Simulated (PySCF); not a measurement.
**Radial density of C⁺ (carbon, charge +1)**

UHF, [He] 2s2 2p1, 2P determinant. Calculation: PySCF 2.14, in cc-pVDZ; no relativity, point nucleus.

```json
{"r (bohr)": "0.00555", "4πr²ρ (e/bohr)": "0.04618", "4πr²(ρα − ρβ)": "0.0000"}
{"r (bohr)": "0.00933", "4πr²ρ (e/bohr)": "0.1255", "4πr²(ρα − ρβ)": "0.0001"}
{"r (bohr)": "0.0157", "4πr²ρ (e/bohr)": "0.3277", "4πr²(ρα − ρβ)": "0.0002"}
{"r (bohr)": "0.0264", "4πr²ρ (e/bohr)": "0.8175", "4πr²(ρα − ρβ)": "0.0005"}
{"r (bohr)": "0.0444", "4πr²ρ (e/bohr)": "1.865", "4πr²(ρα − ρβ)": "0.0013"}
{"r (bohr)": "0.0747", "4πr²ρ (e/bohr)": "3.693", "4πr²(ρα − ρβ)": "0.0033"}
{"r (bohr)": "0.126", "4πr²ρ (e/bohr)": "5.741", "4πr²(ρα − ρβ)": "0.0092"}
{"r (bohr)": "0.211", "4πr²ρ (e/bohr)": "6.018", "4πr²(ρα − ρβ)": "0.0345"}
{"r (bohr)": "0.355", "4πr²ρ (e/bohr)": "3.383", "4πr²(ρα − ρβ)": "0.1325"}
{"r (bohr)": "0.598", "4πr²ρ (e/bohr)": "1.384", "4πr²(ρα − ρβ)": "0.3772"}
{"r (bohr)": "1.01", "4πr²ρ (e/bohr)": "2.009", "4πr²(ρα − ρβ)": "0.6587"}
{"r (bohr)": "1.69", "4πr²ρ (e/bohr)": "1.474", "4πr²(ρα − ρβ)": "0.4520"}
{"r (bohr)": "2.85", "4πr²ρ (e/bohr)": "0.2322", "4πr²(ρα − ρβ)": "0.0694"}
{"r (bohr)": "4.79", "4πr²ρ (e/bohr)": "0.006390", "4πr²(ρα − ρβ)": "0.0034"}
```
